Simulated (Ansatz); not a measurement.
Compare A (`FC1OCN1[SiH3]`) with its isomer B (`O=CNC(F)[SiH3]`).

Gas-phase electronic energies from Ansatz, PBE0-D4/def2-TZVP geometries. CCSD(T)/CBS adds triple-zeta CCSD(T) − MP2 to the extrapolated MP2 energy (def2 sets, frozen cores). Functionals use def2-TZVPP. B3LYP here is the variant with VWN-RPA as its local correlation; programs differ in this. Each species was taken in one conformer, which may not be the lowest.

(1) Which isomer does CCSD(T)/CBS put lower? Give the gap. (Best estimate.)

(2) Give E(B) − E(A) in kcal/mol with ωB97M-V, CCSD(T)/def2-TZVPP, MP2/def2-TZVPP, PBE-D4, PBE0-D4, r2SCAN-D4, B3LYP. (Estimate.)

Largest T1 diagnostic: 0.015.

Answers

(1) The calculation gave: B, by 10.8 kcal/mol.

(2) The calculation gave: ωB97M-V -10.9, CCSD(T)/def2-TZVPP -10.3, MP2/def2-TZVPP -10.3, PBE-D4 -15.0, PBE0-D4 -11.3, r2SCAN-D4 -13.8, B3LYP -15.6. None reverses the order clearly.

From PBE to PBE0 (25 % exact exchange), in def2-TZVPP and without D4, E(B) − E(A) moves by +3.8 kcal/mol.
